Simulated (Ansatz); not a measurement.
System: SbH, charge 0, triplet. SbH (SMILES [SbH], triplet).
B3LYP-D3(BJ)/def2-TZVP minimum from Ansatz (a first-principles code):
```
Sb
H 1 1.7225
```
Charge 0, spin multiplicity 3.

Total energies in def2-QZVPP, 6 correlated electrons, 9 frozen orbitals. Open shells are spin-unrestricted; no spin-orbit coupling. Cores are frozen in correlated methods (noble-gas shells, and filled d and f shells in the p block). Past Kr the def2 sets carry scalar-relativistic core potentials. Spin-orbit terms, left out, reach several kcal/mol for Br and I, and more for heavier atoms.

```tsv
method	program	energy (Eh)	minus CCSDT(Q) (mEh)
HF	Ansatz	-239.83817	114.43
MP2	Ansatz	-239.92999	22.60
CCSD	Ansatz	-239.94798	4.61
CCSD(T)	Ansatz	-239.95179	0.80
CCSDT(Q)	Ansatz	-239.95259	0.00
```

Rough core times of Ansatz's runs on a shared machine: CCSD(T) under 20 s, CCSDT(Q) 3 min.
